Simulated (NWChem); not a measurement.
Species: hydrogen bromide (HBr); SMILES Br

Program: NWChem. Geometry: optimised at PBE0/def2-SVP. Computed dipoles belong to the equilibrium geometry; the measured one is vibrationally averaged.

Measured dipole moment: 0.83 D (NIST CCCBDB, as tabulated in the package chemicals).

| level | dipole moment (D) | computed − measured |
|---|---|---|
| Hartree-Fock/3-21G | 1.32 | +0.49 |
| Hartree-Fock/pcseg-1 | … | … |
| Hartree-Fock/aug-pcseg-1 | 1.02 | +0.19 |
| Hartree-Fock/pcseg-2 | 1.04 | +0.21 |
| Hartree-Fock/def2-TZVPP | … | … |
| Hartree-Fock/def2-QZVP | 0.99 | +0.16 |

Problem. Some entries are withheld; supply them.

Solution. 
- Hartree-Fock/def2-TZVPP, dipole moment (D): 1.00
- Hartree-Fock/def2-TZVPP, computed − measured: +0.17
- Hartree-Fock/pcseg-1, dipole moment (D): 1.16
- Hartree-Fock/pcseg-1, computed − measured: +0.33
